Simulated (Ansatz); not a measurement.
`C[SiH2]SS` → `[CH2]` (triplet) + `[SiH3]SS`  (formal loss of a carbene)

Program: Ansatz. Geometries: PBE0-D4/def2-TZVP. ΔE: electronic, gas phase. CBS: MP2 limit from def2 TZ/QZ plus the TZ coupled-cluster correction, frozen cores. This one scheme is used for every species. DFT in def2-TZVPP. HSE06 is defined as in plane-wave codes. Triplets are unrestricted, without spin–orbit coupling. One conformer a species, not always the lowest.

`C[SiH2]SS`:

Cartesian coordinates in Å:
```
C -1.029 0.935 -0.474
Si 0.688 0.221 -0.544
S 1.456 -0.239 1.412
S 0.027 -1.618 1.975
H -1.036 1.869 0.091
H -1.394 1.137 -1.485
H -1.713 0.232 0.004
H 0.715 -1.018 -1.364
H 1.668 1.199 -1.090
H 0.619 -2.719 1.475
```

`[CH2]` (triplet):

Cartesian coordinates in Å:
```
C -0.202 0.080 0.170
H -0.292 -0.954 -0.125
H 0.495 0.875 -0.045
```

`[SiH3]SS`:

Cartesian coordinates in Å:
```
Si -0.506 0.393 -0.782
S 0.178 -1.485 -0.007
S 1.577 -0.725 1.308
H 0.624 1.141 -1.385
H -1.119 1.197 0.303
H -1.523 0.064 -1.815
H 0.771 -0.585 2.378
```

| level | ΔE (kJ/mol) | difference from CCSD(T)/CBS |
| --- | --- | --- |
| LDA (SPW92) | 556.5 | 72.0 |
| r2SCAN-D4 | 464.3 | -20.2 |
| r2SCANh-D4 | 462.6 | -21.9 |
| HSE06-D4 | 483.3 | -1.2 |
| CAM-B3LYP-D4 | 480.6 | -3.9 |
| PBE0 | 476.3 | -8.2 |
| r2SCAN0 | 457.8 | -26.7 |
| HSE06 | 477.0 | -7.5 |
| BHLYP | 455.8 | -28.7 |
| HF/def2-SVP | 334.0 | -150.5 |
| CCSD/def2-SVP | 447.4 | -37.1 |
| CCSD(T)/def2-SVP | 455.5 | -29.0 |
| CCSD/def2-TZVPP | 459.8 | -24.7 |
| CCSD(T)/def2-TZVPP | 471.6 | -12.9 |
| HF/def2-QZVPP | 331.0 | -153.5 |
| HF/CBS(def2) | 331.0 | -153.5 |
| CCSD(T)/CBS | 484.5 | 0 |

**Question.** What do rigid-rotor, harmonic-oscillator terms from PBE0-D4/def2-TZVP frequencies (298.15 K, 1 bar) make of the CCSD(T)/CBS value? (Estimate.)

**Answer.** Computed: ΔZPE = -30.9 kJ/mol, ΔH = +459.3 kJ/mol, ΔS = 159 J/(mol·K), ΔG = +412.0 kJ/mol. Open shells count their whole term as degenerate.

Largest T1 diagnostic among the species: 0.012.

From BLYP to BHLYP (50 % exact exchange), in def2-TZVPP and without D4, ΔE moves by −4.5 kJ/mol. At CCSD(T), def2-SVP lies −29.0 kJ/mol from the extrapolated value and def2-TZVPP −12.9 kJ/mol.
